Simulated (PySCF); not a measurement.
Species: SnEt3(SiH3), C6H18SiSn.
Bonds: Sn1–C2, Sn1–C9, Sn1–C16, Sn1–Si23, C2–C3, C9–C10, C16–C17. Hydrogens: H4, H5 on C2; H6, H7, H8 on C3; H11, H12 on C9; H13, H14, H15 on C10; H18, H19 on C16; H20, H21, H22 on C17; H24, H25, H26 on Si23.

A GFN2-xTB structure was refined with PBE0-D3(BJ)/def2-SVP geometry optimisation, gas phase, def2 core potentials past Kr (PySCF). Its GFN2-xTB values:

```
    coordinate  GFN2-xTB
        Sn1–C2   2.216 Å
       Sn1–C16   2.354 Å
      Sn1–Si23   2.525 Å
         C2–C3   1.548 Å
         C2–H4   1.153 Å
         C3–H6   1.114 Å
      Si23–H24   1.492 Å
     Sn1–C2–C3    113.9°
     C2–Sn1–C9    107.8°
    C2–Sn1–C16    103.1°
   C2–Sn1–Si23    114.3°
   C9–Sn1–Si23    115.5°
 C2–Sn1–C9–C10       70°
C2–Sn1–C16–C17     -178°
  C9–Sn1–C2–C3     -177°
```

Question: How do these coordinates change at the PBE0-D3(BJ)/def2-SVP level?

Answer: 
```
    coordinate  PBE0-D3(BJ)/def2-SVP (Å or °)  change
       Sn1–C16                          2.172  -0.182
      Sn1–Si23                          2.581  +0.056
         C2–H4                          1.102  -0.051
        Sn1–C2                          2.171  -0.045
         C2–C3                          1.523  -0.025
         C3–H6                          1.103  -0.011
      Si23–H24                          1.498  +0.006
    C2–Sn1–C16                          110.5    +7.4
   C9–Sn1–Si23                          108.3    -7.2
   C2–Sn1–Si23                          109.2    -5.1
     C2–Sn1–C9                          109.7    +1.9
     Sn1–C2–C3                          113.5    -0.4
 C2–Sn1–C9–C10                             62      -8
C2–Sn1–C16–C17                           -173      +5
  C9–Sn1–C2–C3                           -172      +5
```

The energy falls by 27.4 kcal/mol over 9 energy and gradient evaluations, the largest force component goes from 0.0861 to 2.6e-04 Eh/bohr, and the atoms move by 0.105 Å rms after alignment. The bond that changes most is Sn1–C16 (ends: tin bonded to 3 C and Si; carbon bonded to C, Sn and 2 H), which shortens by 0.182 Å. Bonds longer at the end by more than 0.005 Å: 13 of 25; shorter: 11. Rotational constants go from 874.3, 854.5, 762.9 to 901.8, 886.6, 776.4 MHz.

The run used 218 basis functions and 62 SCF cycles in all. The run took 5.0 min wall on Arm Neoverse V1, one thread, on a shared host, and the process peaked at 1.1 GiB of memory.

Whether it is a minimum is left open (no frequencies). The numbers are those of one conformer.
